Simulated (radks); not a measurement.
All-electron atom: Tc38+ in [He] 2s2 3p1 (not the ground configuration).

Method: Dirac Kohn-Sham, PBE, spin-unpolarised, spherical densities, point nucleus; open shells are shared between the two j in proportion to 2j + 1; computed with a radial shooting solver on a logarithmic mesh with Libxc functionals.

Energy parts (eV):
total: -65099.997
kinetic: 68611.000
electron-nucleus: -136009.571
Hartree: 3331.247
exchange-correlation: -1032.673

Orbitals (lengths in bohr, moments of r in powers of bohr):
orbital,occ.,eigenvalue (eV),<r^2>
1s1/2,2,-24172.08,0.001568
2s1/2,2,-5676.351,0.02294
3p1/2,0.333333,-2381.772,0.1064
3p3/2,0.666667,-2341.596,0.1104

The highest occupied level is 3p3/2 at -2341.6 eV. The density falls to 0.001 e/bohr^3 at r = 0.78 bohr. Summed over all electrons, <r^2> = 0.1581 bohr^2, which gives a Langevin (diamagnetic) susceptibility term of -0.125 x 10^-6 cm^3/mol.
